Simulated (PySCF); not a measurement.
An excited-state job on `CBNC1CC1`.

Computed with TDDFT CAM-B3LYP/def2-SVPD, vertical, gas phase, core orbitals frozen in the response (PySCF 2.14.0, density-fitted response routines). Geometry: GFN2-xTB. The input is one job of a driver script: a line of settings, then coordinates in Å.

Command:
```bash
OMP_NUM_THREADS=1 python probes_run.py task.json out
```

Input:
```
{"job": {"kind": "uv", "xc": "CAM-B3LYP", "basis": "def2-SVPD", "nstates": 8, "ntriplets": 3}, "charge": 0, "multiplicity": 1}
C      2.840162     0.217694     0.024300
B      1.445537    -0.192727     0.655715
N      0.277163     0.043469    -0.044269
C     -1.055774    -0.250074     0.359369
C     -2.073270    -0.689078    -0.654383
C     -2.179497     0.670486    -0.021970
H      3.488982    -0.649550    -0.086951
H      3.372666     0.910840     0.673378
H      2.752142     0.686777    -0.953662
H      1.375550    -0.696286     1.714011
H      0.308411     0.475850    -0.958060
H     -1.087745    -0.708404     1.339029
H     -1.767960    -0.741524    -1.688716
H     -2.789381    -1.445974    -0.375113
H     -1.945832     1.530184    -0.632502
H     -2.968750     0.847261     0.691758
```

Problem. Estimate the output.

Solution. 
```
coarse grid: 12696 points
cycle   1  E = -237.6739544576  dE =  8.460e-01  |g| = 3.789e-01  |ddm| = 6.372e+00
cycle   2  E = -237.6928994776  dE = -1.895e-02  |g| = 3.017e-01  |ddm| = 1.205e+00
cycle   3  E = -237.7139894989  dE = -2.109e-02  |g| = 4.127e-02  |ddm| = 4.672e-01
cycle   4  E = -237.7142773304  dE = -2.878e-04  |g| = 2.493e-02  |ddm| = 1.021e-01
cycle   5  E = -237.7144120798  dE = -1.347e-04  |g| = 4.148e-03  |ddm| = 3.618e-02
cycle   6  E = -237.7144161674  dE = -4.088e-06  |g| = 1.004e-03  |ddm| = 9.691e-03
final grid: 120752 points
cycle   7  E = -237.7589039933  dE = -4.100e-05  |g| = 4.028e-03  |ddm| = 1.129e-01
cycle   8  E = -237.7589049837  dE = -9.904e-07  |g| = 3.688e-03  |ddm| = 1.600e-02
cycle   9  E = -237.7589082350  dE = -3.251e-06  |g| = 2.361e-04  |ddm| = 5.242e-03
cycle  10  E = -237.7589082412  dE = -6.153e-09  |g| = 2.161e-04  |ddm| = 8.503e-04
cycle  11  E = -237.7589082516  dE = -1.038e-08  |g| = 2.056e-05  |ddm| = 3.136e-04
cycle  12  E = -237.7589082517  dE = -1.153e-10  |g| = 7.881e-06  |ddm| = 7.342e-05
converged SCF energy = -237.7589082517

Static polarisability (au): isotropic 70.312, principal 59.750 62.313 88.873

Singlet excitations
state   eV       nm        f      main configurations
  1   6.6296    187.0   0.01312   H->L 0.77
  2   7.1597    173.2   0.00161   H->L+3 0.85
  3   7.2327    171.4   0.31358   H->L+2 0.95
  4   7.5086    165.1   0.00119   H->L+1 0.87
  5   7.6769    161.5   0.00245   H-1->L+2 0.53, H-2->L+2 0.41
  6   7.7371    160.2   0.04362   H->L+4 0.94
  7   8.1251    152.6   0.00743   H->L+5 0.67, H->L+6 0.18
  8   8.3401    148.7   0.00006   H-1->L 0.68, H-2->L+1 0.13, H-1->L+1 0.10

Triplet excitations (Tamm-Dancoff, eV): 5.7528 6.4957 7.0565
```

The SCF starts on a coarse grid where the log names one; the energy can jump when the final grid takes over, and dE then counts from the start density on the new grid. H and L stand for HOMO and LUMO; the number after each pair is its weight.

Problem. Give S1 in cm⁻¹ and kJ/mol.

Solution. 6.6296 eV × 8065.54 = 53471 cm⁻¹; × 96.485 = 639.7 kJ/mol.

Main results: HOMO -8.33 eV, LUMO 1.25 eV; lowest singlet 6.63 eV; lowest triplet 5.75 eV (Tamm–Dancoff); mean polarisability 70.3 au.

Problem. Estimate the wall time. Hardware: Arm Neoverse N1, one thread, no GPU, shared host with 64 logical CPUs at a one-minute load of 62. And the peak memory of the process?

Solution. About 59 s, with 0.90 GiB resident at the peak, the Python interpreter and its libraries included.

One conformer stands for the species.
Labels such as C1 count atoms from 1, the log's own numbers from 0.
